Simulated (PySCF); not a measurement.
A PySCF script (with the pyscf-properties extension) for the NMR shieldings of `FB(F)C1=C[C@@H]2[C@@H]3[C@H]1[C@H]23`, C6H5BF2, on a GFN2-xTB geometry:

```python
import basis_set_exchange as bse
import numpy as np
from pyscf import gto, dft
from pyscf.prop import nmr

atoms = """
F     2.663511    1.120284   -1.765811
B     2.182517    0.158518   -0.993230
F     3.042273   -0.821180   -0.759222
C     0.762447    0.179993   -0.423473
C    -0.212736    1.099269   -0.580536
C    -1.377389    0.618916    0.186824
C    -0.876427   -0.191804    1.371602
C     0.135062   -0.855994    0.461928
C    -1.355732   -0.901680    0.201477
H    -0.180767    2.011394   -1.143961
H    -2.303400    1.170700    0.231950
H    -1.085538   -0.194311    2.419689
H     0.683853   -1.731601    0.770951
H    -2.078354   -1.662976   -0.000353
"""
names = dict.fromkeys(["F", "B", "C", "H"], "pcSseg-1")
basis = {el: gto.basis.parse(bse.get_basis(n, elements=[el], fmt="nwchem")) for el, n in names.items()}
mol = gto.M(atom=atoms, basis=basis, charge=0, verbose=0)
mf = dft.RKS(mol, xc="PBE0")
mf.grids.level = 2
mf.grids.alignment = dft.numint.BLKSIZE   # the property module wants whole blocks of grid points
mf.conv_tol = 1e-9
mf.kernel()

calc = nmr.RKS(mf)   # GIAO
C = mf.mo_coeff
Co = C[:, mf.mo_occ > 0]
resp = mf.gen_response(singlet=True, hermi=2)
def vind(x):   # induced exchange potential for any number of trial vectors
    d = np.einsum("pi,xij,qj->xpq", C, 2 * x.reshape(-1, C.shape[1], Co.shape[1]), Co, optimize=True)
    return np.einsum("xpq,pi,qj->xij", resp(d - d.transpose(0, 2, 1)), C, Co, optimize=True).ravel()
mo1, _ = nmr.rhf.solve_mo1(calc, with_cphf=vind)
sigma = calc.kernel(mo1)
for i, s in enumerate(sigma):   # ppm
    w = np.linalg.eigvalsh((s + s.T) / 2)
    print("%2d %-2s iso %8.1f  s11 %8.1f  s22 %8.1f  s33 %8.1f" % (i, mol.atom_pure_symbol(i), w.mean(), *w))
```

Task: What are the results?

Result: 
```
 0 F  iso    261.1  s11    111.2  s22    305.0  s33    367.1
 1 B  iso     77.7  s11     64.6  s22     79.8  s33     88.5
 2 F  iso    262.7  s11    114.4  s22    305.9  s33    367.7
 3 C  iso     46.0  s11    -56.0  s22     41.5  s33    152.5
 4 C  iso     11.8  s11   -117.7  s22      8.6  s33    144.6
 5 C  iso    144.3  s11    112.8  s22    121.6  s33    198.5
 6 C  iso    128.8  s11     13.4  s22    177.3  s33    195.8
 7 C  iso    146.6  s11    120.7  s22    121.3  s33    197.8
 8 C  iso    128.9  s11     13.5  s22    177.3  s33    195.9
 9 H  iso     24.1  s11     22.1  s22     24.3  s33     26.0
10 H  iso     29.7  s11     24.0  s22     26.6  s33     38.6
11 H  iso     27.4  s11     20.8  s22     26.2  s33     35.3
12 H  iso     29.7  s11     23.6  s22     27.7  s33     37.6
13 H  iso     27.4  s11     20.8  s22     26.1  s33     35.3
```

These numbers come from an equivalent density-fitted implementation of the same equations, which agrees with the script to about 0.01 ppm for H and up to a few tenths of a ppm for heavy atoms, so last digits may differ.

Size and cost of the density-fitted run: 178 basis functions, 44 s wall time on 1 thread of an Intel Xeon Platinum 8259CL, shared host; peak memory 0.8 GiB.
